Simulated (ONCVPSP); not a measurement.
## Zr (Z = 40): variants of one ONCV potential

Base potential:

* Element: zirconium (Zr)
* Generator: ONCVPSP 4.0.1
* Type: optimised norm-conserving Vanderbilt (ONCV)
* Functional: PBEsol
* Relativity: scalar-relativistic
* Frozen core: [Ar] 3d10
* Valence charge: 12
* Reference configuration: 4s2 4p6 4d2 5s2
* Partial waves: 4s+5s: rc 2.00 bohr, ncon 5, nbas 8, qcut 4.6 1/bohr, 2 projectors; 4p: rc 1.25 bohr, ncon 4, nbas 8, qcut 5.8 1/bohr, 2 projectors, debl 1 Ha; 4d: rc 1.80 bohr, ncon 3, nbas 7, qcut 5 1/bohr, 3 projectors, debl 2.6 Ha; f scattering state at 0.07 Ha: rc 2.05 bohr, ncon 4, nbas 8, qcut 5.2 1/bohr, 1 projector
* Local potential: polynomial inside 0.80 bohr (lpopt 5, dvloc0 1 Ha)
* Core correction: Teter function, fcfact 4.25, rcfact 1.35

In the p channel the program set the typed energies aside and used -1.192, 0.250 Ha.

Cutoffs, loose and tight: the cutoffs (Ha) at which the residual kinetic energy of the hardest occupied pseudo-wave falls to 1 and 0.1 mHa per electron. They do not see the model core or the augmentation charge, which bear on the density cutoff. Test errors are all-electron minus pseudo excitation energies from the reference, over the configurations 4s2 4p6 4d2 5s1; 4s2 4p6 4d2 5s0; 4s2 4p6 4d1 5s0; 4s2 4p6 4d2 5s0 5p2. A dash means not determined; rows that change the core or the reference have their own tests.

A true bound ghost makes a file unfit for plane-wave use even where its test errors are small: the radial tests pick states by their node count and pass the ghost by.

| change | outcome | cutoff, loose | cutoff, tight | bound ghosts | GHOST(+) flags above zero | largest test error (meV) |
| --- | --- | --- | --- | --- | --- | --- |
| base | generated, projector energies reset by the program | 65 Ha | 124 Ha | s | p, d, f | -11 |
| all radii but the core radius scaled by about 0.79 (s 1.58, p 0.98, d 1.42, f 1.62 bohr); local potential polynomial inside 0.62 bohr (lpopt 5, dvloc0 1 Ha) | failed: ERROR pspot: first pseudo wave function has node, program will stop | – | – | – | – | – |
| all radii but the core radius scaled by about 0.90 (s 1.80, p 1.12, d 1.62, f 1.84 bohr); local potential polynomial inside 0.72 bohr (lpopt 5, dvloc0 1 Ha) | generated, projector energies reset by the program | 46 Ha | 134 Ha | s | p, d, f | -7.5 |
| all radii but the core radius scaled by about 1.20 (s 2.40, p 1.50, d 2.16, f 2.46 bohr); local potential polynomial inside 0.96 bohr (lpopt 5, dvloc0 1 Ha) | generated, projector energies reset by the program | 17 Ha | 80 Ha | none | s | -10 |
| all radii but the core radius scaled by about 1.31 (s 2.62, p 1.64, d 2.34, f 2.68 bohr); local potential polynomial inside 1.04 bohr (lpopt 5, dvloc0 1 Ha) | generated, projector energies reset by the program | 10 Ha | 43 Ha | none | s | -11 |

Q: What comes out with this change to the base: all radii but the core radius scaled by about 1.11 (s 2.22, p 1.38, d 2.00, f 2.26 bohr); local potential polynomial inside 0.88 bohr (lpopt 5, dvloc0 1 Ha)?

A: outcome: generated, projector energies reset by the program; cutoff, loose: 36 Ha; cutoff, tight: 100 Ha; bound ghosts: s; GHOST(+) flags above zero: p, d, f; largest test error (meV): -9.1.

Reading the sweep of the scale of all radii but the core radius (base = 1) (base included, trends over the rows without a ghost): Bound ghosts are found at 0.9, 1, 1.11. The generation fails at 0.79.
